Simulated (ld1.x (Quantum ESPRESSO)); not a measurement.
What one change does to a pseudopotential (Cr, TM)

* Element: chromium
* Generator: ld1.x (Quantum ESPRESSO) 7.5
* Type: norm-conserving Troullier–Martins (Kleinman–Bylander form)
* Functional: PBEsol
* Relativity: fully relativistic
* Frozen core: [Ar]
* Valence charge: 6
* Reference configuration: 3d4 4s0 4p0 (charge +2)
* Partial waves: 4s (bound, empty): rc 2.50 bohr; 4p (bound, empty): rc 2.30 bohr; 3d (bound): rc 1.30 bohr
* Local potential: the d channel
* Core correction: Bessel-smoothed model core, default radius (core density twice the valence density)

Open shells are filled in proportion to 2j + 1 (rel_dist='average').

Change: functional LDA (PZ).

Cutoffs: the cutoffs (Ry, on a coarse ladder) from which the occupation-weighted sum of valence levels, in a spherical-Bessel basis at the reference potential, stays within 10 and 1 mRy of its value at 400 Ry; they do not see the model core or the augmentation charge, which bear on the density cutoff. Errors are all-electron minus pseudo energies relative to the spin-unpolarised reference configuration.

Predict the effect on cutoff, ghosts and configuration errors.

The potential gets neither clearly harder nor softer (120 Ry and 140 Ry → 120 Ry and 140 Ry); both files keep a bound ghost (p, s); of the 7 tests that both files solve, the error grows in 0 and shrinks in 1 by more than 15 % and 0.3 meV (median size 88.3 → 85.4 meV).

```tsv
quantity	base	changed
cutoff, loose	120 Ry	120 Ry
cutoff, tight	140 Ry	140 Ry
bound ghosts	s, p1/2, p3/2	s, p1/2, p3/2
largest miss of a reference level, eV	0.06	0.06
error for 3d5 4s1 4p0, meV [ΔE -22.89 → -23.48 eV]	-49	-48
error for 3d5 4s0 4p0, meV [ΔE -16.01 → -16.34 eV]	-140	-135
error for 3d3 4s0 4p0, meV [ΔE 30.70 → 31.03 eV]	-402	-392
error for 3d5 4s0.5 4p0, meV [ΔE -20.18 → -20.67 eV]	-88	-85
error for 3d4 4s1 4p0, meV [ΔE -14.88 → -15.23 eV]	-13	-11
error for 3d2 4s0 4p0, meV [ΔE 79.02 → 79.65 eV]	-2124	-2088
error for 3d5 4s0 4p1, meV [ΔE -19.74 → -20.28 eV]	-77	-74
s: phases at 2.69 bohr within 0.05 rad from the reference energy up to (Ry; the scan ends near 5)	0.2	0.2
p1/2: phases at 2.69 bohr within 0.05 rad from the reference energy up to (Ry; the scan ends near 5)	1.4	1.4
p3/2: phases at 2.69 bohr within 0.05 rad from the reference energy up to (Ry; the scan ends near 5)	1.3	1.3
d3/2: phases at 2.69 bohr within 0.05 rad from the reference energy up to (Ry; the scan ends near 5)	0.2	0.1
d5/2: phases at 2.69 bohr within 0.05 rad from the reference energy up to (Ry; the scan ends near 5)	0.3	0.2
```

Base: These tests converged, but a pseudo level misses the all-electron one widely, so the file describes the atom poorly there or has found another state: 3d2 4s0 4p0: empty 4s by 11.9 eV. A true bound ghost makes a file unfit for plane-wave use even where its test errors are small: the radial tests pick states by their node count and pass the ghost by.
